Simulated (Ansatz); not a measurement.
Program: Ansatz. Geometries: PBE0-D4/def2-TZVP. ΔE: electronic, gas phase. CCSD(T)/CBS adds triple-zeta CCSD(T) − MP2 to the extrapolated MP2 energy (def2 sets, frozen cores). This one scheme is used for every species. Functionals use def2-TZVPP. HSE06 is defined as in plane-wave codes. Elements past krypton have def2 core potentials. For Sb, Se outer-core shells are correlated without core-valence functions, which leaves a few kJ/mol of doubt a bond. Scalar relativity is left out up to krypton. Each species was taken in one conformer, which may not be the lowest.

Reaction (cleavage of the Sb–Si bond): `[F][SbH][SiH3]` + H₂Se → `[F][SbH][SeH]` + SiH₄

```
             level  ΔE (kcal/mol)  difference from CCSD(T)/CBS
        r2SCAN0-D4          -12.7                          0.6
          HSE06-D4          -12.0                          1.3
            revPBE          -12.4                          0.9
              BLYP          -14.0                         -0.7
             HSE06          -12.1                          1.2
RPA@PBE/def2-TZVPP          -12.0                          1.3
  CCSD(T)/def2-SVP          -11.7                          1.6
     HF/def2-TZVPP          -13.8                         -0.5
    MP2/def2-TZVPP          -13.5                         -0.2
     HF/def2-QZVPP          -14.1                         -0.8
       CCSD(T)/CBS          -13.3                            0
```

Largest T1 diagnostic among the species: 0.014.

Leaving LDA and LC-ωPBE aside and taking each functional with its dispersion term where it has one, the values, not all of them listed here, spread over 2.1 kcal/mol, from BLYP-D4 to PBE0-D4. LDA lies +0.9 kcal/mol from PBE without D4. At CCSD(T), def2-SVP lies +1.6 kcal/mol from the extrapolated value and def2-TZVPP +1.2 kcal/mol.
